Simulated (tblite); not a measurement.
Start geometry of `O[Si@@H]1CN[Si@H](C[SiH3])N1` from a force field or distance geometry (Å):
```
atom  x, y, z in Å
O1    -3.1555    0.4577    1.4608
Si2   -2.1976    0.7581    0.1502
C3    -2.1240   -0.6071   -1.1444
N4    -0.7564   -1.1171   -1.0312
Si5    0.3626   -0.0143   -0.3192
C6     1.8161   -0.8873    0.3410
Si7    3.1192    0.3880    0.6457
N8    -0.6302    0.6766    0.8799
H9    -2.7200   -0.0489    2.1638
H10   -2.3849    2.1181   -0.3654
H11   -2.2977   -0.1929   -2.1510
H12   -2.8702   -1.3988   -0.9657
H13   -0.7855   -1.9252   -0.3838
H14    0.6548    1.0166   -1.3447
H15    2.1923   -1.6215   -0.3657
H16    1.5758   -1.4253    1.2771
H17    4.3204   -0.2585    1.2392
H18    2.6602    1.4246    1.6014
H19    3.5421    1.0443   -0.6074
H20   -0.3267    1.6236    1.0721
```

Task: What comes out of this run: GFN2-xTB geometry optimisation, gas phase (tblite)?

Result: 
```
atom  x, y, z in Å
O1    -2.975    0.767    1.671
Si2   -2.201    0.872    0.244
C3    -2.211   -0.706   -0.828
N4    -0.843   -1.176   -0.945
Si5    0.417   -0.052   -0.655
C6     1.880   -0.860    0.231
Si7    3.112    0.388    0.932
N8    -0.491    0.997    0.384
H9    -2.717    0.113    2.315
H10   -2.878    2.008   -0.365
H11   -2.633   -0.490   -1.816
H12   -2.829   -1.500   -0.395
H13   -0.734   -1.942   -1.591
H14    0.881    0.705   -1.837
H15    2.392   -1.507   -0.478
H16    1.522   -1.505    1.031
H17    4.196   -0.319    1.627
H18    2.462    1.284    1.893
H19    3.694    1.190   -0.148
H20   -0.046    1.744    0.884
```

The energy falls by 19.7 kcal/mol over 166 L-BFGS steps, the largest force on an atom goes from 1.81 to 0.009 eV/Å, and the atoms move by 0.477 Å rms after alignment. The bond that changes most is Si5–C6 (SiH silicon to sp3 carbon bound to silicon), which lengthens by 0.072 Å. Bonds longer at the end by more than 0.005 Å: 4 of 20; shorter: 14. Among the angles that change most is Si5–N4–H13, from 105.0° to 121.8°. Among the dihedrals that turn most is H13–N4–Si5–C6, from 42° to -68°. Rotational constants go from 2695, 641.6, 566.0 to 2279, 641.8, 547.9 MHz. The orientation of the end geometry is arbitrary; only internal coordinates are fixed.

The run took 2.8 s wall on one thread, Arm Neoverse N1 (aarch64), shared host with 64 logical CPUs at a one-minute load of 55.

Its GFN2-xTB frequencies are all real (lowest 29 cm⁻¹). The numbers are those of one conformer. 3 starts were optimised and ended at 0.00, 0.00 and 1.18 kcal/mol (GFN2-xTB); the lowest of these is shown.

All values are computed, not measured.
